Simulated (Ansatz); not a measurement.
A nudged elastic band was laid between two geometries of B2ClH2IO (7 atoms, charge 0, multiplicity 1).

Level of theory: UKS PBE/def2-SVP (Ansatz 0.2.0).

```yaml
movable_images: 7
climbing_image: yes
spring: 5.0 eV/Å²
optimiser: quadratic models (default)
start_path: through a guess of the saddle point
force_threshold: 0.05 eV/Å
iteration_limit: 60
end_points: relaxed
```

First end point:

```xyz
7
Properties=species:S:1:pos:R:3
B 0.334 0.063 1.412
O 0.005 -0.058 0.108
B -0.306 -0.158 -1.187
Cl -1.137 -1.591 -1.792
I 0.222 1.451 -2.519
H -0.473 0.580 2.161
H 1.417 -0.355 1.772
```

Last end point:

```xyz
7
Properties=species:S:1:pos:R:3
B 0.227 -0.069 0.553
O -0.672 0.507 1.398
B -0.126 -0.272 -1.096
Cl -0.835 -1.720 -1.789
I 0.475 1.338 -2.400
H -0.329 0.581 2.307
H 1.321 -0.431 0.981
```

**Question.** What changes between the two ends?

**Answer.** Bonds broken: B1–H6, O2–B3. Bonds formed: B1–B3, O2–H6.

**Question.** Give the energies along the band, and the barrier.

**Answer.** The forces met the threshold. The highest image is number 5 of 0 to 8, 110.0 kcal/mol above the first end and 82.8 kcal/mol above the last; the last end lies 27.2 kcal/mol above the first. Neighbouring images differ by up to 2.3 eV, so the band resolves the path poorly. A vibrational analysis at the climbing image gives 2 clearly imaginary modes (1485i, 102i cm⁻¹): a point of higher order, so a lower path passes nearby. The orbitals stay closed-shell, which can raise the energy where a bond breaks towards radicals; this wasn't checked here.

| image | path coordinate (Å) | energy (kcal/mol) | B1–H6 (Å) | O2–B3 (Å) | B1–B3 (Å) |
| --- | --- | --- | --- | --- | --- |
| 0 | 0.00 | 0.0 | 1.22 | 1.34 | 2.69 |
| 1 | 0.52 | 0.5 | 1.21 | 1.34 | 2.64 |
| 2 | 1.03 | 2.2 | 1.21 | 1.35 | 2.52 |
| 3 | 1.55 | 15.5 | 1.17 | 1.35 | 2.28 |
| 4 | 2.07 | 66.9 | 1.17 | 1.37 | 1.92 |
| 5 | 2.58 | 110.0 | 1.30 | 1.50 | 1.62 |
| 6 | 3.20 | 57.5 | 1.67 | 2.06 | 1.62 |
| 7 | 3.81 | 31.1 | 1.93 | 2.45 | 1.68 |
| 8 | 4.43 | 27.2 | 1.95 | 2.67 | 1.70 |

**Question.** What is the geometry of the highest image?

**Answer.** 
```xyz
7
Properties=species:S:1:pos:R:3
B 0.531 -0.114 0.641
O -0.954 0.213 0.511
B -0.285 -0.236 -0.759
Cl -0.918 -1.713 -1.526
I 0.461 1.507 -1.937
H -0.165 0.519 1.541
H 1.392 -0.242 1.482
```

Run time: 4.9 min on 2 threads of Intel(R) Xeon(R) Platinum 8375C CPU @ 2.90GHz (Ice Lake), with other jobs on the host, peak memory 0.25 GiB.
